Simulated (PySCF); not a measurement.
Computed shifts of a molecule C₄H₅FO, B3LYP/pcSseg-1 run with PySCF, GIAO, gas phase, equivalent atoms averaged, in ppm (number of nuclei): ¹³C: 209.9 (1), 102.1 (1), 40.9 (1), 25.6 (1). ¹⁹F: -200.2 (1). ¹H: 5.55 (1), 2.82 (2), 2.59 (1), 2.22 (1). References: ¹⁷O against H2O (σ = 333.8 ppm); ¹³C against TMS (σ = 181.3 ppm); ¹⁹F against CFCl3 (σ = 161.7 ppm); ¹H against TMS (σ = 31.68 ppm), references at their B3LYP-D3(BJ)/def2-TZVP geometries, non-relativistic. Coordinates come from a ωB97X-D3(BJ)/def2-SVP optimisation. The values are those of a single conformer.

**Question.** Identify the compound among the candidates.
A) O=C[C@@H]1C[C@H]1F
B) O=C1CC[C@@H]1F
C) F[C@@H]1C=COC1
D) C=C[C@H](F)C=O

**Answer.** B, O=C1CC[C@@H]1F
